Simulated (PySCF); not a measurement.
C₆H₆NO₂P.
SMILES with atom numbers: `[CH3:1][O:2][c:3]1[n:4][cH:5][p:6][cH:7][c:8]1[CH:9]=[O:10]` (hydrogens: H11, H12, H13 on C1; H14 on C5; H15 on C7; H16 on C9)

The same species was optimised twice, with GFN2-xTB and with PBE0-D3(BJ)/def2-SVP (PySCF), and the same property calculations (PySCF, gas phase) were run on both structures.

```json
{"coordinate": "C8–C9 (Å)", "GFN2-xTB": "1.472", "PBE0-D3(BJ)/def2-SVP": "1.489", "change": "+0.017"}
{"coordinate": "N4–C5 (Å)", "GFN2-xTB": "1.312", "PBE0-D3(BJ)/def2-SVP": "1.324", "change": "+0.012"}
{"coordinate": "O2–C3 (Å)", "GFN2-xTB": "1.338", "PBE0-D3(BJ)/def2-SVP": "1.331", "change": "-0.007"}
{"coordinate": "C5–P6 (Å)", "GFN2-xTB": "1.745", "PBE0-D3(BJ)/def2-SVP": "1.751", "change": "+0.006"}
{"coordinate": "P6–C7 (Å)", "GFN2-xTB": "1.737", "PBE0-D3(BJ)/def2-SVP": "1.741", "change": "+0.004"}
{"coordinate": "C3–C8 (Å)", "GFN2-xTB": "1.415", "PBE0-D3(BJ)/def2-SVP": "1.418", "change": "+0.003"}
{"coordinate": "C7–C8 (Å)", "GFN2-xTB": "1.385", "PBE0-D3(BJ)/def2-SVP": "1.387", "change": "+0.002"}
{"coordinate": "C1–O2 (Å)", "GFN2-xTB": "1.417", "PBE0-D3(BJ)/def2-SVP": "1.415", "change": "-0.002"}
{"coordinate": "C9=O10 (Å)", "GFN2-xTB": "1.205", "PBE0-D3(BJ)/def2-SVP": "1.206", "change": "+0.001"}
{"coordinate": "C3–N4 (Å)", "GFN2-xTB": "1.322", "PBE0-D3(BJ)/def2-SVP": "1.322", "change": "0.000"}
{"coordinate": "C1–O2–C3 (°)", "GFN2-xTB": "116.7", "PBE0-D3(BJ)/def2-SVP": "118.4", "change": "+1.7"}
{"coordinate": "C8–C9–O10 (°)", "GFN2-xTB": "124.5", "PBE0-D3(BJ)/def2-SVP": "123.1", "change": "-1.4"}
{"coordinate": "O2–C3–C8 (°)", "GFN2-xTB": "117.9", "PBE0-D3(BJ)/def2-SVP": "116.6", "change": "-1.3"}
{"coordinate": "C3–N4–C5 (°)", "GFN2-xTB": "122.8", "PBE0-D3(BJ)/def2-SVP": "121.8", "change": "-1.0"}
{"coordinate": "N4–C3–C8 (°)", "GFN2-xTB": "124.3", "PBE0-D3(BJ)/def2-SVP": "125.2", "change": "+0.9"}
{"coordinate": "C3–C8–C9 (°)", "GFN2-xTB": "120.2", "PBE0-D3(BJ)/def2-SVP": "120.7", "change": "+0.5"}
{"coordinate": "O2–C3–N4 (°)", "GFN2-xTB": "117.7", "PBE0-D3(BJ)/def2-SVP": "118.2", "change": "+0.5"}
{"coordinate": "C3–C8–C7 (°)", "GFN2-xTB": "121.0", "PBE0-D3(BJ)/def2-SVP": "120.6", "change": "-0.4"}
{"coordinate": "C1–O2–C3–N4 (°)", "GFN2-xTB": "0", "PBE0-D3(BJ)/def2-SVP": "0", "change": "0"}
{"coordinate": "C7–C8–C9–O10 (°)", "GFN2-xTB": "0", "PBE0-D3(BJ)/def2-SVP": "0", "change": "0"}
```

Rotational constants: A = 1343, B = 1183, C = 631.3 MHz (GFN2-xTB) against A = 1343, B = 1169, C = 627.7 MHz (PBE0-D3(BJ)/def2-SVP). Point groups within 0.08 Å: Cs and Cs.

On the GFN2-xTB structure: HOMO (eV) -7.20 [PBE0/pcSseg-1]; LUMO (eV) -2.46 [PBE0/pcSseg-1]; dipole (D) 3.57 [PBE0/pcSseg-1]; GIAO shielding of C1 (ppm) 130.7 [PBE0/pcSseg-1]; GIAO shielding of O2 (ppm) 201.3 [PBE0/pcSseg-1]; GIAO shielding of C3 (ppm) 16.2 [PBE0/pcSseg-1]; GIAO shielding of N4 (ppm) -66.1 [PBE0/pcSseg-1]; GIAO shielding of C5 (ppm) -11.0 [PBE0/pcSseg-1]; GIAO shielding of P6 (ppm) 151.8 [PBE0/pcSseg-1]; GIAO shielding of C7 (ppm) 10.5 [PBE0/pcSseg-1]; GIAO shielding of C8 (ppm) 64.6 [PBE0/pcSseg-1].

Task: What do these properties become on the PBE0-D3(BJ)/def2-SVP structure?

Result: 
```csv
property,level,on GFN2-xTB,on PBE0-D3(BJ)/def2-SVP,change
HOMO (eV),PBE0/pcSseg-1,-7.20,-7.16,+0.04
LUMO (eV),PBE0/pcSseg-1,-2.46,-2.45,+0.01
dipole (D),PBE0/pcSseg-1,3.57,3.52,-0.05
"energy, GFN2-xTB geometry as zero (kcal/mol)",PBE0/pcSseg-1,0.0,-0.5,-0.5
GIAO shielding of C1 (ppm),PBE0/pcSseg-1,130.7,130.2,-0.5
GIAO shielding of O2 (ppm),PBE0/pcSseg-1,201.3,201.5,+0.2
GIAO shielding of C3 (ppm),PBE0/pcSseg-1,16.2,16.6,+0.4
GIAO shielding of N4 (ppm),PBE0/pcSseg-1,-66.1,-65.5,+0.6
GIAO shielding of C5 (ppm),PBE0/pcSseg-1,-11.0,-14.5,-3.5
GIAO shielding of P6 (ppm),PBE0/pcSseg-1,151.8,151.9,+0.1
GIAO shielding of C7 (ppm),PBE0/pcSseg-1,10.5,9.2,-1.3
GIAO shielding of C8 (ppm),PBE0/pcSseg-1,64.6,62.8,-1.8
```

The heavy atoms differ by 0.020 Å rms after alignment. Among bonds between heavy atoms C8–C9 changes most (+0.017 Å). Changes are differences of the printed values. Neither structure is proved a minimum here.

The values belong to the conformer `[CH3:1][O:2][c:3]1[n:4][cH:5][p:6][cH:7][c:8]1[CH:9]=[O:10]`: C1–O2–C3–N4 0°, C7–C8–C9–O10 0°.
